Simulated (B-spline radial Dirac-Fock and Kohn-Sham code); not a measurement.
## Isotope-shift constants of the inner levels of Au³⁺

System: Au³⁺, configuration [Xe] 4f14 5d8.

Input file task.json (cfg lists n, l and occupation; rrms is the nuclear radius in fm):

```json
{"items": [{
  "Z": 79,
  "q": 3,
  "cfg": [[1, 0, 2], [2, 0, 2], [2, 1, 6], [3, 0, 2], [3, 1, 6], [3, 2, 10], [4, 0, 2], [4, 1, 6], [4, 2, 10], [4, 3, 14], [5, 0, 2], [5, 1, 6], [5, 2, 8]],
  "A": 197,
  "rrms": 5.4371,
  "do": "isoshift",
  "isotopes": [[183, 182.967588106, 5.4247], [184, 183.967451523, 5.4306], [185, 184.965798871, 5.4296], [186, 185.965952703, 5.4354], [187, 186.964542147, 5.4018], [188, 187.965247966, 5.4049], [189, 188.963948286, 5.4084], [190, 189.964751746, 5.4109], [191, 190.963716452, 5.4147], [192, 191.964817615, 5.4179], [193, 192.964138442, 5.4221], [194, 193.965419051, 5.4252], [195, 194.965037823, 5.4298], [196, 195.966571213, 5.4332], [197, 196.966570103, 5.4371], [198, 197.968243714, 5.44], [199, 198.968766573, 5.4454]]
}]}
```

Command: `python xray2_run.py task.json out`

Model: first-order field-shift and mass-shift constants from Dirac-Fock ground and hole states with a Fermi nucleus; the mass shift has no relativistic recoil terms. Program: a radial B-spline solver. A binding energy shifts by δE = F·δ⟨r²⟩ + (K_N + K_S)·δ(1/M); F is taken for a change of radius at fixed skin thickness and so holds the higher radial moments.

| level | F (meV/fm²) |
| --- | --- |
| K (1s) | -1292 |
| L1 (2s) | -191.9 |
| L2 (2p1/2) | -4.782 |
| L3 (2p3/2) | 7.467 |
| M1 (3s) | -43.88 |
| M2 (3p1/2) | -1.184 |
| M3 (3p3/2) | 2.056 |
| M4 (3d3/2) | 1.912 |
| M5 (3d5/2) | 1.804 |

The mass shift is not given and not included below: at this Z its relativistic corrections are large. It matters little for K lines but can be comparable with the field shift of L lines.

Field shifts alone in meV from A = 197 (mass 196.9666 u, rms radius 5.4371 fm); radii from Angeli and Marinova (2013).

| A | mass (u) | radius (fm) | Kα1 | Kα2 | Kβ1 | Lα1 |
| --- | --- | --- | --- | --- | --- | --- |
| 183 | 182.9676 | 5.4247 | +175.0 | +173.3 | +174.2 | -0.8 |
| 187 | 186.9645 | 5.4018 | ? | ? | ? | ? |
| 188 | 187.9652 | 5.4049 | +453.5 | +449.2 | +451.6 | -2.0 |
| 189 | 188.9639 | 5.4084 | +404.3 | +400.5 | +402.6 | -1.8 |
| 190 | 189.9648 | 5.4109 | +369.2 | +365.7 | +367.7 | -1.6 |
| 191 | 190.9637 | 5.4147 | +315.8 | +312.8 | +314.4 | -1.4 |
| 192 | 191.9648 | 5.4179 | +270.7 | +268.2 | +269.6 | -1.2 |
| 194 | 193.9654 | 5.4252 | +167.9 | +166.3 | +167.2 | -0.7 |
| 195 | 194.9650 | 5.4298 | +103.0 | +102.1 | +102.6 | -0.4 |
| 198 | 197.9682 | 5.44 | -41.0 | -40.6 | -40.8 | +0.2 |

Question: What are the shifts for A = 187?

Answer: Kα1 +497.0 meV; Kα2 +492.3 meV; Kβ1 +494.9 meV; Lα1 -2.2 meV.

Values without a named source are computed, but for edge energies of neutral atoms, which are taken from tables.
